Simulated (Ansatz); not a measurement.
**Question.** Name a neutral molecule of B, C, S, Si and H with HOMO–LUMO gap (PBE0/def2-TZVPP) between 4.75 and 5.05 eV and HOMO–LUMO gap (B3LYP/def2-TZVPP) between 4.30 and 4.60 eV (Ansatz, PBE0-D4/def2-TZVP geometry).

**Answer.** `CB[SiH2]SC` (4.88 eV, 4.46 eV); `[SiH3]BCS[SiH3]` (4.89 eV, 4.47 eV). Other molecules can fit too; these were computed, each in one conformer that needn't be the lowest.

B3LYP here is the variant with VWN-RPA as its local correlation; programs differ in this.
